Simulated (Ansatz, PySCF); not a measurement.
Breaking a bond: Cr(O)2(Cl)2, SMILES [O]=[Cr](=[O])([Cl])[Cl]. The Cr1–O5 bond (Cr1 also carries Cl, Cl, O; O5 carries nothing else) is stretched with both fragments frozen at the PBE0/def2-TZVP optimised geometry.

- UKS-LDA (SVWN5)/6-31G* = unrestricted LDA (SVWN5)/6-31G*, spherical d in PySCF 2.14.0
- UHF/STO-3G = unrestricted Hartree-Fock/STO-3G in PySCF
- RHF/STO-3G = restricted Hartree-Fock/STO-3G (PySCF 2.14.0)
- RKS-LDA (SVWN5)/6-31G* = restricted LDA (SVWN5)/6-31G*, spherical d (PySCF 2.14.0)
- RKS-PBE0 = restricted PBE0/def2-TZVP run with Ansatz (a program for electronic structure)

Energies are in kcal/mol, each relative to the lowest point of its own curve near equilibrium.

```tsv
R / Å	UKS-LDA (SVWN5)/6-31G*	UHF/STO-3G	RHF/STO-3G	RKS-LDA (SVWN5)/6-31G*	RKS-PBE0
1.27	84.6	(withheld)	42.4	84.6	76.9
1.36	32.1	(withheld)	4.5	32.1	28.5
1.44	8.8	8.6	0.0	8.8	7.3
1.49	2.2	3.2	6.2	2.2	1.5
1.54	0.0	0.5	17.0	0.0	0.0
1.58	0.8	0.0	27.9	0.8	1.2
1.66	7.1	5.7	(withheld)	7.1	8.1
1.76	20.6	(withheld)	73.1	20.6	22.3
1.87	38.8	(withheld)	90.2	38.8	41.3
2.04	67.9	—	107.4	68.3	72.0
2.25	96.4	—	120.5	101.6	106.4
2.49	120.1	—	131.8	133.0	136.3
2.86	143.4	—	145.4	167.7	158.9
3.23	155.8	—	153.2	189.9	169.8
3.73	163.6	—	157.1	(withheld)	176.9
4.46	167.6	—	158.3	218.1	180.7
```

Q: Fill in the missing entries.

A: 
- 1.27, UHF/STO-3G: 60.2
- 1.36, UHF/STO-3G: 21.3
- 1.66, RHF/STO-3G: 51.1
- 1.76, UHF/STO-3G: 9.1
- 1.87, UHF/STO-3G: 7.9
- 3.73, RKS-LDA (SVWN5)/6-31G*: 207.1

A dash means that the run gave no value there, or that the column was ended at a point which the program doubted or which failed a test of continuity chosen for this set; such a test can also cut sound points.

The unrestricted determinant behind UKS-LDA (SVWN5)/6-31G* is spin-contaminated at 2.04 to 4.46 Å (<S²> up to 2.0, against 0.00 for a pure singlet). The unrestricted solution behind UHF/STO-3G changes between 1.36 and 1.44 Å and between 1.66 and 1.76 Å, which can leave a kink. The unrestricted determinant behind UHF/STO-3G is spin-contaminated at 1.27 to 4.46 Å (<S²> up to 2.8, against 0.00 for a pure singlet). The restricted form behind RHF/STO-3G, RKS-LDA (SVWN5)/6-31G*, RKS-PBE0 keeps the bonding electrons paired and can't separate into open-shell fragments.
